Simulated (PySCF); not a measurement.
C2H4I, SMILES C[CH]I (connectivity only; charge and spin as stated), charge +1, multiplicity 1. Coordinates come from a PBE0-D3(BJ)/def2-SVP optimisation. The multiplicity is an assumed one; other spin states were not compared. The isomer is the one that the SMILES or the coordinates give; other isomers of the formula were not compared. The def2 effective core potentials stand for the cores of I; spin–orbit coupling is left out.

Calculation: PBE0-D3(BJ)/def2-SVP (PySCF).

Harmonic wavenumbers (cm⁻¹): 154, 316, 647, 753, 928, 966, 1201, 1263, 1306, 1370, 1456, 2981, 3029, 3180, 3213. Rotational constants (GHz): 45.70, 3.106, 2.960; symmetry number 1.

Question: Work out the zero-point energy and the ideal-gas rigid-rotor harmonic-oscillator thermochemistry at 298.15 K and 1 atm.

Answer: ZPE = ½ Σ hcν = ½ × 22762 cm⁻¹ = 32.54 kcal/mol. H − E(el) = 35.79 kcal/mol. Entropy in cal/(mol K): translation 41.02, rotation 24.15, vibration 4.94, total 70.12. G − E(el) = 14.89 kcal/mol. Cp = 14.76 cal/(mol K).
